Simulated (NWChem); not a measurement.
System: C3H3F3; SMILES FC(F)C(F)=C

Input file for NWChem:

```
start job
memory heap 200 mb stack 900 mb global 1100 mb
geometry units angstroms noautoz
  C     -1.349263    -1.111308    -0.223143
  C     -0.084927    -0.718537    -0.177704
  F      0.944763    -1.558781    -0.407510
  C      0.419564     0.659081     0.149540
  F     -0.626937     1.484777     0.427180
  F      1.097330     1.163640    -0.924549
  H     -2.141168    -0.401557    -0.022979
  H     -1.607563    -2.136166    -0.463672
  H      1.105712     0.658014     1.004592
end
basis spherical
  * library def2-svp
end
dft
  xc b3lyp
  iterations 150
  mulliken
end
task dft energy
```

The geometry was optimised at B3LYP/6-31G* (spherical d). B3LYP is NWChem's, with the RPA form of VWN correlation.

Problem. What results follow from this input? (B3LYP/def2-SVP.) Quantities: energy (Ha); highest occupied level (eV); orbital gap (eV); dipole (D).

Solution. The energy (Ha) comes out as -415.30, the highest occupied level (eV) comes out as -7.85 and the orbital gap (eV) is 7.33. The dipole (D) comes out as 1.54.
